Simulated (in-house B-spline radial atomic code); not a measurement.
Successive ionisation energies of manganese; each step leads to the configuration of the next row (after the last: bare). NIST's values go from ground level to ground level; the uncertainty of those that are theory runs from under 0.1 % in few-electron ions to several per cent in heavy many-electron ones. Computed with an all-electron radial atomic-structure program (B-spline basis): non-relativistic Hartree-Fock, average of the configuration, point nuclei.

| ion | configuration | ionisation energy (eV) | tabulated value (eV) | computed minus tabulated (eV) | highest orbital | largest mean radius (bohr) |
| --- | --- | --- | --- | --- | --- | --- |
| Mn12+ | [Ne] 3s2 3p1 | 340.4 | 343.6 | -3 | 3p | 0.74004 |
| Mn13+ | [Ne] 3s2 | 397.9 | 402.95 | -5 | 3s | 0.72934 |
| Mn14+ | [Ne] 3s1 | ? | ? | ? | ? | ? |
| Mn15+ | [He] 2s2 2p6 | 1132.5 | 1133.7 | -1 | 2p | 0.27655 |
| Mn16+ | [He] 2s2 2p5 | ? | ? | ? | ? | ? |
| Mn17+ | [He] 2s2 2p4 | 1323.5 | 1320.3 | 3 | 2p | 0.26927 |
| Mn18+ | [He] 2s2 2p3 | 1423.3 | 1430.9 | -8 | 2p | 0.26575 |
| Mn19+ | [He] 2s2 2p2 | 1525.9 | 1537.2 | -11 | 2p | 0.26231 |
| Mn20+ | [He] 2s2 2p1 | 1631.4 | 1643.2 | -12 | 2p | 0.25896 |
| Mn21+ | [He] 2s2 | 1765.3 | 1788.7 | -23 | 2s | 0.25568 |
| Mn22+ | [He] 2s1 | 1861.9 | 1879.873 | -18 | 2s | 0.25267 |
| Mn23+ | 1s2 | ? | ? | ? | ? | ? |
| Mn24+ | 1s1 | 8503.6 | 8571.954 | -68 | 1s | 0.06 |

Q: Fill in the row of Mn14+.

A: ionisation energy (eV): 431.6; tabulated value (eV): 435.172; computed minus tabulated (eV): -4; highest orbital: 3s; largest mean radius (bohr): 0.71761.

Q: Fill in the row of Mn16+.

A: ionisation energy (eV): 1226.6; tabulated value (eV): 1224.1; computed minus tabulated (eV): 3; highest orbital: 2p; largest mean radius (bohr): 0.27287.

Q: Fill in the row of Mn23+.

A: ionisation energy (eV): 8081.4; tabulated value (eV): 8140.786; computed minus tabulated (eV): -59; highest orbital: 1s; largest mean radius (bohr): 0.060915.

Q: Where is the largest jump?

A: From Mn22+ to Mn23+, by a factor of 4.34 (1861.9 to 8081.4 eV); the highest orbital goes from 2s to 1s.

Q: How far is this level of theory from the measured and semi-empirical values?

A: Over those 10 rows the differences run from -23.4 to +3.24 eV (mean absolute value 7.3 eV). The calculation leaves out relativity, correlation and, in open shells, the multiplet splittings that an average leaves out.
